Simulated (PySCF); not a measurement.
Structure with atom numbers: `[CH2:1]=[CH:2][C:3](=[CH2:4])[O:5][SiH2:6][CH2:7][SiH3:8]`; H(Xn) means a hydrogen on atom n. Ha(C4) is cis to C2; Ha(C1) is cis to C3; Hb(C4) is trans to C2; Hb(C1) is trans to C3.

GIAO PBE0/pcSseg-1 shifts (PySCF 2.14.0 with density-fitted response routines, gas phase, non-relativistic, equivalent atoms averaged), each against references optimised in the same way as the molecule (TMS, H2O).

On the GFN2-xTB geometry: C3 164.0, C2 141.4, C1 123.6, C4 99.3, C7 -5.6, O5 107.4, Si6 -22.2, Si8 -70.7, H(C2) 6.33, Ha(C1) 6.03, Hb(C1) 5.56, H(Si6) 5.28, Ha(C4) 4.56, Hb(C4) 4.35, H(Si8) 4.18, H(C7) -0.09 ppm.

Problem. What changes on the PBE0-D3(BJ)/def2-SVP geometry?

Solution. 
```tsv
atoms	δ (ppm)	change
C3	164.3	+0.3
C2	141.6	+0.2
C1	124.3	+0.7
C4	99.3	+0.0
C7	-7.2	-1.6
O5	108.0	+0.6
Si6	-14.8	+7.4
Si8	-66.1	+4.6
H(C2)	6.20	-0.13
Ha(C1)	6.03	+0.00
Hb(C1)	5.51	-0.05
H(Si6)	5.18	-0.10
Ha(C4)	4.43	-0.13
Hb(C4)	4.74	+0.39
H(Si8)	4.05	-0.13
H(C7)	-0.11	-0.02
```

Bonds between heavy atoms that differ most (equivalent bonds averaged): O5–Si6 1.624 → 1.683 Å, Si6–C7 1.900 → 1.868 Å, C3–C4 1.334 → 1.346 Å, C7–Si8 1.899 → 1.888 Å, C1–C2 1.327 → 1.337 Å. Mean change of bonds to hydrogen: C–H +0.015 Å, Si–H +0.028 Å. The two structures also differ in conformation, which adds to the changes.
